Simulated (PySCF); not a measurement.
# HfH₃⁺: umbrella–stretch map

Computed with PySCF, PBE0, basis Hf def2-TZVP with ECP60, H def2-TZVP (scalar-relativistic core potentials, no spin–orbit coupling, density fitting).

Rigid scan from the singlet minimum (Hf–H 1.787 Å (×3); H–Hf–H 101.5° (×3)). Coordinate: rows: all bonds scaled; columns: angle to the threefold axis. Energies in kJ/mol from the minimum.

(1) Give the energy map for rows 0.95, 0.98, 1.00, 1.03, 1.07 and columns 60, 66, 72, 78, 84, 90.

(2) And the size of the dipole moment (D, about the centre of mass) on the same grid?

Results:

(1) 
```csv
scale \ angle,60,66,72,78,84,90
0.95,17.7,18.5,27.7,42.1,55.9,61.8
0.98,3.7,3.6,11.9,25.4,38.4,44.0
1.00,1.5,0.8,8.5,21.4,33.9,39.2
1.03,7.3,5.7,12.6,24.6,36.4,41.4
1.07,28.8,26.2,32.1,43.1,54.0,58.7
```

(2) 
```tsv
scale \ angle	60	66	72	78	84	90
0.95	3.80	3.33	2.74	2.01	1.08	0.00
0.98	3.88	3.40	2.80	2.05	1.10	0.00
1.00	3.91	3.44	2.84	2.07	1.12	0.00
1.03	3.96	3.48	2.87	2.10	1.13	0.00
1.07	3.99	3.52	2.91	2.13	1.15	0.00
```

The bond scale of lowest energy on the grid is 1.00 at 60°, 1.00 at 66°, 1.00 at 72°, 1.00 at 78°, 1.00 at 84°, 1.00 at 90°.

No spin–orbit coupling is included, which matters more the heavier the element.

Other isomers or separated fragments may lie lower.

The scan took 11 s on 2 threads of a shared Arm Neoverse V2 host; the process peaked at 0.7 GiB. Launch command: `OMP_NUM_THREADS=2 python axn.py task.json out`.
